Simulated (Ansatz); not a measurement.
Relaxation of C5H13B (19 atoms, charge 0, multiplicity 1), to a largest force component of 0.02 eV/Å in at most 40 steps.

Theory: RKS PBE/STO-3G (Ansatz).

```xyz
19
Properties=species:S:1:pos:R:3:forces:R:3
B 2.013 -1.811 -0.827 -2.01 1.92 0.55
C 1.359 -0.779 0.262 0.82 -1.66 -0.36
C -0.051 -0.196 -0.138 2.60 0.07 0.29
C 0.191 0.833 -1.276 -5.43 0.76 0.22
C -0.675 0.441 1.100 0.24 1.37 2.16
C -2.135 0.866 0.883 -0.46 0.36 0.54
H 1.386 -2.023 -1.816 0.28 -0.24 0.15
H 3.051 -2.260 -0.662 1.10 -0.60 0.20
H 1.282 -1.348 1.244 0.06 0.41 -0.61
H 2.089 0.049 0.465 -0.29 -0.23 -0.03
H -0.681 -1.033 -0.445 -0.49 -0.41 -0.56
H 0.705 1.724 -0.921 0.57 0.38 0.06
H 0.593 0.400 -2.156 1.35 -0.77 -1.36
H -0.908 1.154 -1.613 2.50 -0.22 0.63
H -0.667 -0.295 1.963 0.17 0.47 -0.70
H -0.091 1.375 1.457 -0.55 -1.44 -0.60
H -2.704 0.022 0.478 -0.37 -0.23 -0.25
H -2.211 1.727 0.201 -0.08 0.04 -0.14
H -2.587 1.150 1.857 -0.02 0.03 -0.21
```

Task: Where does it end, and by what steps?

Result: The forces met the threshold. The force dipped under the threshold on the way, but the program's further checks kept it going. Limits of this set-up: minimal basis. After 10 steps the energy has fallen by 0.559 eV; H8 moved furthest, 0.32 Å.

| step | energy less start (eV) | largest force component (eV/Å) | accepted |
| --- | --- | --- | --- |
| 0 | 0.0000 | 5.430 | yes |
| 1 | -0.4415 | 0.863 | yes |
| 2 | -0.5301 | 0.464 | yes |
| 3 | -0.5484 | 0.419 | yes |
| 4 | -0.5570 | 0.055 | yes |
| 5 | -0.5580 | 0.043 | yes |
| 6 | -0.5584 | 0.023 | yes |
| 7 | -0.5585 | 0.015 | yes |
| 8 | -0.5586 | 0.023 | yes |
| 9 | -0.5577 | 0.094 | no |
| 10 | -0.5586 | 0.012 | yes |

```xyz
19
Properties=species:S:1:pos:R:3
B 2.054 -1.715 -0.848
C 1.357 -0.826 0.239
C -0.039 -0.209 -0.126
C 0.117 0.814 -1.294
C -0.697 0.444 1.141
C -2.163 0.914 0.918
H 1.448 -2.171 -1.756
H 3.200 -1.986 -0.740
H 1.228 -1.508 1.117
H 2.039 -0.031 0.609
H -0.701 -1.033 -0.473
H 0.762 1.660 -0.987
H 0.580 0.325 -2.172
H -0.864 1.218 -1.603
H -0.683 -0.300 1.965
H -0.078 1.305 1.468
H -2.796 0.073 0.577
H -2.216 1.716 0.159
H -2.588 1.306 1.861
```

The run took 29 s on 1 thread of Arm Neoverse V2, with other jobs on the host, peak memory 0.1 GiB.
